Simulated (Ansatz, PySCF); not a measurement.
N-methylmethanimine (C2H5N), SMILES N(C)=C. Atoms are numbered in the order given.

```xyz
8

C      1.0821    -0.3621     0.0145
N     -0.0393     0.5161     0.2184
C     -1.1749     0.1140    -0.1402
H      1.8207     0.1433    -0.6132
H      1.5650    -0.5523     0.9767
H      0.8130    -1.3225    -0.4489
H     -1.3486    -0.8704    -0.5989
H     -2.0408     0.7596     0.0031
```

Geometry optimised at PBE0-D3(BJ)/def2-TZVP.

Two levels are set side by side: PBE-D3(BJ)/def2-TZVP (Ansatz, a first-principles code) and PBE0-D3(BJ)/def2-TZVP (Ansatz). Each level has its own optimised geometry; the coordinates shown are those of the second. Frequencies come from the Hessian of PySCF at each geometry. Differences are taken from unrounded values.

| quantity | PBE0-D3(BJ) | PBE-D3(BJ) | PBE-D3(BJ) minus PBE0-D3(BJ) |
|---|---|---|---|
| mean bond length (Å) | 1.167 | 1.176 | 0.009 |
| bond C1–N2 (Å) | 1.439 | 1.449 | 0.010 |
| bond N2–C3 (Å) | 1.257 | 1.269 | 0.012 |
| bond C1–H4 (Å) | 1.093 | 1.101 | 0.008 |
| bond C1–H5 (Å) | 1.093 | 1.101 | 0.008 |
| bond C1–H6 (Å) | 1.100 | 1.108 | 0.008 |
| bond C3–H7 (Å) | 1.100 | 1.109 | 0.009 |
| bond C3–H8 (Å) | 1.090 | 1.097 | 0.008 |
| highest harmonic wavenumber (cm⁻¹) | 3150 | 3057 | -92 |
| mean harmonic wavenumber (cm⁻¹) | 1664 | 1608 | -56 |
| zero-point energy (kcal/mol) | 42.82 | 41.37 | -1.45 |

GGA bonds tend to be longer and softer than those of functionals with exact exchange. Differences between two approximate levels are no errors against the true value.
